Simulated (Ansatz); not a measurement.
Cost and result for the atomization energy of C4H6Cl2O4Si, SMILES `CC(=O)O[Si](Cl)(Cl)OC(C)=O` (17 atoms, 16 bonds).

Cartesian coordinates in Å:
```
C -1.211 -0.637 2.665
C -0.603 -0.919 1.334
O -1.177 -1.302 0.357
O 0.735 -0.675 1.337
Si 1.677 -0.703 -0.011
Cl 3.357 0.298 0.482
Cl 2.133 -2.601 -0.519
O 0.980 -0.044 -1.346
C 0.216 1.081 -1.331
C -0.424 1.323 -2.655
O 0.095 1.754 -0.349
H -1.098 0.427 2.883
H -0.678 -1.187 3.443
H -2.264 -0.908 2.656
H 0.335 1.334 -3.439
H -0.969 2.263 -2.636
H -1.104 0.496 -2.872
```

Charge 0, multiplicity 1. All single points use the PBE0-D4/def2-TZVP geometry. It is one conformer, not always the lowest. Program: Ansatz. All runs use 4 threads of an AMD EPYC 7R13 on a shared host and a share of an NVIDIA H100 80 GB. Times are those of one run each, without the atoms' runs, and a repeat can differ threefold. Electronic energies, without spin–orbit coupling; frozen cores. CCSD(T)/CBS adds CCSD(T) − MP2 in def2-TZVPP to the MP2 limit, and its time is that of the two runs behind it. T1 = 0.014. HSE06 is the plane-wave form, built on full-range PBE exchange.

CCSD(T)/CBS is a level of theory with its own doubt, some kJ/mol a heavy atom from the limit and from the frozen cores, so smaller differences don't rank the functionals.

```tsv
level	functions	wall time	atomization (kcal/mol)	difference from CCSD(T)/CBS	per bond
LDA (SPW92)/def2-TZVPP	458	2.4 s	2078.2	302.1	18.9
PBE0-D4/def2-TZVPP	458	2.6 s	1785.5	9.4	0.6
CCSD(T)/def2-SVP	196	3.2 s	1674.4	-101.7	-6.4
r2SCAN-D4/def2-TZVPP (with forces)	458	3.3 s	1791.2	15.1	0.9
B97M-V/def2-TZVPP	458	3.9 s	1786.0	9.9	0.6
r2SCANh-D4/def2-TZVPP	458	4.1 s	1773.6	-2.5	-0.2
HSE06-D4/def2-TZVPP	458	5.5 s	1787.0	10.9	0.7
BHLYP-D4/def2-TZVPP	458	5.5 s	1698.9	-77.2	-4.8
PBE-QIDH/def2-TZVPP	458	6 s	1769.1	-7.0	-0.4
MP2/def2-QZVPP	846	8.5 s	1818.6	42.5	2.7
ωB97M-V/def2-TZVPP (with forces)	458	13 s	1786.1	10.0	0.6
CCSD(T)/def2-TZVPP	458	67 s	1724.4	-51.7	-3.2
CCSD(T)/CBS(def2)	–	75 s	1776.1	0.0	0.0
```

The D4 term adds +21.7 kcal/mol with B3LYP and +11.8 kcal/mol with PBE0; it sums over pairs of atoms, weighted by their polarisabilities, and B3LYP, whose exchange is more repulsive, gets the larger term. In def2-TZVPP, CCSD(T) changes the Hartree–Fock value by +466.6 kcal/mol (the triples alone add +36.4 kcal/mol) and MP2 by +530.1 kcal/mol; breaking electron pairs costs correlation energy, which Hartree–Fock lacks. From PBE to PBE0 (25 % exact exchange), in def2-TZVPP and without D4, the atomization energy moves by −47.4 kcal/mol: exact exchange takes away binding that semilocal exchange gives to molecules.

B3LYP here is the variant with VWN-RPA as its local correlation; programs differ in this.
